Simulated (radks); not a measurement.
Removal energies from the tellurium ion Te11+, [Kr] 4d5, by Delta-SCF beside the eigenvalue of the level emptied. Calculated with a radial shooting solver on a logarithmic mesh with Libxc functionals: non-relativistic Kohn-Sham, PBE, spin-polarised, spherical densities, point nucleus. Open shells are filled with parallel spins first.

4d: final configuration [Kr] 4d4; Delta-SCF (eV) 249.19; -eigenvalue (eV) 236.37
4p: final configuration [Ar] 3d10 4s2 4p5 4d5; Delta-SCF (eV) 315.41; -eigenvalue (eV) 302.41
4s: final configuration [Ar] 3d10 4s1 4p6 4d5; Delta-SCF (eV) 357.74; -eigenvalue (eV) 344.42
3d: final configuration [Ar] 3d9 4s2 4p6 4d5; Delta-SCF (eV) 810.85; -eigenvalue (eV) 781.11
